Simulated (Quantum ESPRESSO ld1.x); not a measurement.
The numbers below are computed, except where a source is named.
Problem. The mean radii <r> (bohr) of the occupied orbitals of an atom or ion are listed with their occupations. Level of theory: Dirac Kohn-Sham, LDA (Slater exchange, Gunnarsson-Lundqvist correlation), spin-unpolarised, spherical densities, point nucleus (ld1.x of Quantum ESPRESSO 7.5).

orbital  occ.      <r>
1s1/2       2  0.03921
2s1/2       2   0.1724
2p1/2       2   0.1476
2p3/2       4   0.1518
3s1/2       2   0.4929
3p1/2       2   0.4920
3p3/2       4   0.5025
3d3/2       4   0.4964
3d5/2       6   0.5001
4s1/2       2    1.353
4p1/2       2    1.537
4p3/2       4    1.571
5s1/2       1    3.822

Name the element and its charge. Open shells, if any, fill j = l - 1/2 first.

Solution. Z = 38, strontium, charge +1: Sr+ in [Kr] 5s1. The 1s radius gives Z: for a bare nucleus <r> = (2 gamma + 1)/(2Z) with gamma = sqrt(1 - (Z/c)^2), 0.03844 bohr for Z = 38, and screening makes it slightly larger (0.03921 here). The occupations add up to 37, and the charge is Z minus that.
